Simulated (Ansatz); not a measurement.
The cluster Hf5⁺, relaxed as a doublet with UKS r2SCAN-D4/def2-SVP in Ansatz, starting from the GFN1-xTB geometry. Force threshold 0.02 eV/Å.

In the def2 sets Hf takes a core potential; there is no spin–orbit coupling. The charge 1 doublet is spin-contaminated (final ⟨S²⟩ up to 1.96, 0.75 for a pure state). The relaxation made no stability test and no search for a lower SCF solution. No other spin state of charge 1 was run. The structure comes from a short search, and lower isomers may exist.

Start:

```xyz
5

Hf    2.270    0.445   -1.333
Hf   -1.430    0.627    2.088
Hf    0.091   -1.328   -1.903
Hf   -2.083   -1.267    0.047
Hf    1.151    1.523    1.102
```

| step | energy (eV) | largest force component (eV/Å) | SCF passes |
| --- | --- | --- | --- |
| 1 | -6516.0472 | 1.334 | 440 |
| 2 | -6516.7968 | 1.946 | 130 |
| 3 | -6517.5234 | 2.273 | 85 |
| 4 | -6518.0887 | 1.764 | 82 |
| 5 | -6518.5904 | 0.998 | 84 |
| 6 | -6519.0719 | 1.208 | 128 |
| 7 | -6519.2528 | 1.092 | 154 |
| 8 | -6519.3412 | 0.247 | 86 |
| 9 | -6519.3513 | 0.160 | 65 |
| 10 | -6519.3644 | 0.222 | 83 |
| 11 | -6519.3694 | 0.271 | 73 |
| 12 | -6519.4018 | 0.381 | 89 |
| 13 | -6519.6519 | 0.597 | 257 |
| 14 | -6519.8902 | 0.802 | 89 |
| 15 | -6520.1778 | 0.823 | 86 |
| 16 | -6520.4729 | 0.775 | 101 |
| 17 | -6520.8834 | 1.115 | 122 |
| 18 | -6521.2646 | 0.977 | 69 |
| 19 | -6521.5854 | 0.706 | 67 |
| 20 | -6521.9261 | 0.650 | 82 |
| 21 | -6522.1555 | 0.394 | 77 |
| 22 | -6522.1800 | 0.168 | 59 |
| 23 | -6522.1886 | 0.057 | 53 |
| 24 | -6522.1890 | 0.010 | 49 |

Force components are those of the run's own axes.

End:

Cartesian coordinates in Å:
```
Hf 1.5677 -0.3079 0.2209
Hf -0.2204 0.4681 2.2780
Hf 0.2316 -0.5006 -2.2700
Hf -1.1023 -1.1696 0.1398
Hf -0.4766 1.5100 -0.3688
```

Bonds formed: Hf1–Hf2, Hf1–Hf4 (atoms count from 1). Metal–metal contacts that move far: Hf4–Hf5 4.40 to 2.80 Å, Hf3–Hf5 4.28 to 2.86 Å.

No frequencies were taken in this run, so the end may be a saddle point.

Run time 11 min (4 threads of Arm Neoverse V1 on a shared host), peak host memory 0.73 GiB.
